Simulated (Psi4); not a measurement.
Psi4 input (wB97X-D/6-311+G**):

```
memory 1500 MB

molecule {
1 1
Si    0.07253600   -0.53002400    0.04682300
O    -0.21538100    1.00680100   -0.08995300
H    -1.13206200   -1.35482800    0.10253400
H     1.44688800   -1.03755000    0.10864900
H     0.39271600    1.75829800   -0.14708500
symmetry c1
no_reorient
no_com
}

set {
  basis 6-311+G**
  reference rks
  scf_type pk
  dft_radial_points 99
  dft_spherical_points 590
  e_convergence 1e-8
  d_convergence 1e-7
  maxiter 150
}

e = energy('wb97x-d')
print_out(f'\nFINAL {e:.10f} DIPOLE {variable("CURRENT DIPOLE")[0]:.6f} {variable("CURRENT DIPOLE")[1]:.6f} {variable("CURRENT DIPOLE")[2]:.6f}\n')
```

From the output:

```
    One-Electron Energy =                -617.2801492187742269
    Two-Electron Energy =                 213.5839105420251087
    DFT Exchange-Correlation Energy =     -21.7851385636338435
    Empirical Dispersion Energy =          -0.0005983088938502
    VV10 Nonlocal Energy =                  0.0000000000000000
    Total Energy =                       -366.2299309680930151

Computation Completed

Properties will be evaluated at   0.000000,   0.000000,   0.000000 [a0]

Properties computed using the SCF density matrix

 Multipole Moments:

 ------------------------------------------------------------------------------------
     Multipole            Electronic (a.u.)      Nuclear  (a.u.)        Total (a.u.)
 ------------------------------------------------------------------------------------

 L = 1.  Multiply by 2.5417464519 to convert [e a0] to [Debye]
 Dipole X            :          0.6832103           -0.0000038            0.6832065
 Dipole Y            :         -0.5597311           -0.0000151           -0.5597463
 Dipole Z            :          0.0573540           -0.0000076            0.0573464
 Magnitude           :                                                    0.8850851

 ------------------------------------------------------------------------------------

FINAL -366.2299309681 DIPOLE 0.683206 -0.559746 0.057346

*** Psi4 exiting successfully. Buy a developer a beer!
```

The dipole moment of an ion depends on the origin.

The geometry given is a B3LYP-D3(BJ)/def2-TZVP minimum.
